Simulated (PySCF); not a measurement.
A database entry of computed molecular properties.

```json
{
 "formula": "C4H8GeO2Si",
 "smiles": "COC(=O)[SiH2]C#[C][GeH3]",
 "charge": 0,
 "multiplicity": 1,
 "geometry_level": "PBE0-D3(BJ)/def2-SVP",
 "atoms_angstrom": [
  ["C", -3.188, -1.11, 0.159],
  ["O", -2.062, -0.675, -0.592],
  ["C", -1.656, 0.581, -0.369],
  ["O", -2.2, 1.33, 0.399],
  ["Si", -0.067, 1.019, -1.371],
  ["C", 1.363, 0.597, -0.312],
  ["C", 2.29, 0.298, 0.43],
  ["Ge", 3.73, -0.174, 1.582],
  ["H", -2.972, -1.08, 1.237],
  ["H", -4.06, -0.469, -0.037],
  ["H", -3.392, -2.139, -0.159],
  ["H", -0.007, 0.24, -2.639],
  ["H", -0.094, 2.481, -1.646],
  ["H", 4.443, 1.11, 2.029],
  ["H", 3.156, -0.918, 2.796],
  ["H", 4.697, -1.081, 0.808]
 ],
 "electronic_structure_code": "PySCF",
 "results": {
  "PBE0-D3(BJ)/def2-SVP geometry optimisation, gas phase": {
   "point_group": "C1",
   "rotational_constants_GHz": [2.366, 0.338, 0.316]
  },
  "CAM-B3LYP/def2-SVPD ground state and vertical TDDFT (core frozen in the response)": {
   "dipole_D": 1.95,
   "homo_eV": -9.09,
   "lumo_eV": 0.12,
   "S1_eV": 5.06,
   "strongest_line_of_6_singlets_eV": 7.18,
   "polarisability_au": 114.1,
   "r2_bohr2_about_centre_of_nuclear_charge": 3165.2,
   "singlets_eV_and_f": [
    [5.06, 0.015],
    [5.53, 0.0],
    [5.8, 0.0],
    [5.81, 0.002],
    [7.18, 0.148],
    [7.23, 0.018]
   ]
  }
 }
}
```

No computed singlet falls in the visible range (750 to 380 nm, 1.65 to 3.26 eV); S1 lies 1.80 eV above its blue end. The dipole equals about 6.5 × 10⁻³⁰ C·m (1 D = 3.33564 × 10⁻³⁰ C·m). The rotational constants make it an asymmetric top with κ = (2B − A − C)/(A − C) = -0.98, nearer the prolate limit (−1). A dipole of 1.95 D is allowed in C1, and pure rotational transitions are dipole-allowed.

 Relativistic effects, spin–orbit coupling among them, are left out although an element past zinc is present.

For the TDDFT job (CAM-B3LYP/def2-SVPD), hardware: one thread of an AMD EPYC 9R14, on a shared host. Cost: 61 s wall, 1.3 GiB resident at most.

The values belong to the conformer `[CH3:1][O:2][C:3](=[O:4])[SiH2:5][C:6]#[C:7][GeH3:8]`: C1–O2–C3–O4 -1°, O2–C3–Si5–C6 -91°.
